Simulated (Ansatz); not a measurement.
Reaction (germylene formation by 1,1-elimination): `F[Si](F)(F)[Ge]([Cl])([Cl])[Si](F)(F)F` → `[Cl][Ge][Cl]` + `F[Si](F)(F)[Si](F)(F)F`

Gas-phase electronic energies from Ansatz, PBE0-D4/def2-TZVP geometries. CCSD(T)/CBS adds triple-zeta CCSD(T) − MP2 to the extrapolated MP2 energy (def2 sets, frozen cores). Functionals use def2-TZVPP. HSE06 is defined as in plane-wave codes. For Ge outer-core shells are correlated without core-valence functions, which leaves a few kJ/mol of doubt a bond. Scalar relativity is left out up to krypton. Each species was taken in one conformer, which may not be the lowest.

`F[Si](F)(F)[Ge]([Cl])([Cl])[Si](F)(F)F`:

Z-matrix (Å, degrees):
```
Si
F 1 1.574
F 1 1.571 2 108.7
F 1 1.574 2 108.3 3 -117.9
Ge 1 2.381 2 110.1 3 121.6
Si 5 2.381 1 119.1 2 59.6
Cl 5 2.146 1 107.2 2 -178.6
Cl 5 2.146 1 107.2 2 -62.1
F 6 1.574 5 110.1 1 -59.5
F 6 1.574 5 110.1 1 59.8
F 6 1.571 5 110.9 1 -179.9
```

`[Cl][Ge][Cl]`:

Z-matrix (Å, degrees):
```
Ge
Cl 1 2.182
Cl 1 2.182 2 100.0
```

`F[Si](F)(F)[Si](F)(F)F`:

Z-matrix (Å, degrees):
```
Si
F 1 1.574
F 1 1.574 2 108.3
F 1 1.574 2 108.3 3 -117.3
Si 1 2.331 2 110.6 3 121.4
F 5 1.574 1 110.6 2 59.5
F 5 1.574 1 110.6 2 179.5
F 5 1.574 1 110.6 2 -60.5
```

```json
{"level": "LDA (SPW92)", "ΔE (kJ/mol)": "83.5", "difference from CCSD(T)/CBS": "18.8"}
{"level": "BLYP-D4", "ΔE (kJ/mol)": "38.4", "difference from CCSD(T)/CBS": "-26.3"}
{"level": "ωB97M-V", "ΔE (kJ/mol)": "62.2", "difference from CCSD(T)/CBS": "-2.5"}
{"level": "PBE-QIDH", "ΔE (kJ/mol)": "86.3", "difference from CCSD(T)/CBS": "21.6"}
{"level": "PBE", "ΔE (kJ/mol)": "46.1", "difference from CCSD(T)/CBS": "-18.6"}
{"level": "revPBE", "ΔE (kJ/mol)": "30.3", "difference from CCSD(T)/CBS": "-34.4"}
{"level": "BLYP", "ΔE (kJ/mol)": "6.9", "difference from CCSD(T)/CBS": "-57.8"}
{"level": "r2SCAN", "ΔE (kJ/mol)": "70.4", "difference from CCSD(T)/CBS": "5.7"}
{"level": "HSE06", "ΔE (kJ/mol)": "63.1", "difference from CCSD(T)/CBS": "-1.6"}
{"level": "BHLYP", "ΔE (kJ/mol)": "45.7", "difference from CCSD(T)/CBS": "-19.0"}
{"level": "CAM-B3LYP", "ΔE (kJ/mol)": "44.8", "difference from CCSD(T)/CBS": "-19.9"}
{"level": "CCSD/def2-SVP", "ΔE (kJ/mol)": "65.6", "difference from CCSD(T)/CBS": "0.9"}
{"level": "CCSD(T)/def2-SVP", "ΔE (kJ/mol)": "67.4", "difference from CCSD(T)/CBS": "2.7"}
{"level": "SCS-MP2/def2-TZVPP", "ΔE (kJ/mol)": "74.8", "difference from CCSD(T)/CBS": "10.1"}
{"level": "MP2/def2-QZVPP", "ΔE (kJ/mol)": "79.4", "difference from CCSD(T)/CBS": "14.7"}
{"level": "MP2/CBS(def2)", "ΔE (kJ/mol)": "74.4", "difference from CCSD(T)/CBS": "9.7"}
{"level": "CCSD(T)/CBS", "ΔE (kJ/mol)": "64.7", "difference from CCSD(T)/CBS": "0"}
```

Largest T1 diagnostic among the species: 0.013.

In def2-TZVPP, CCSD(T) changes the Hartree–Fock value by +34.2 kJ/mol (the triples alone add +3.1 kJ/mol) and MP2 by +43.9 kJ/mol. Leaving LDA and LC-ωPBE aside and taking each functional with its dispersion term where it has one, the values spread over 47.9 kJ/mol, from BLYP-D4 to PBE-QIDH. LDA lies +37.4 kJ/mol from PBE without D4. From BLYP to BHLYP (50 % exact exchange), in def2-TZVPP and without D4, ΔE moves by +38.8 kJ/mol.

CCSD(T)/CBS has its own doubt, a few kJ/mol and more with outer-core shells, so smaller differences from it don't rank the levels.
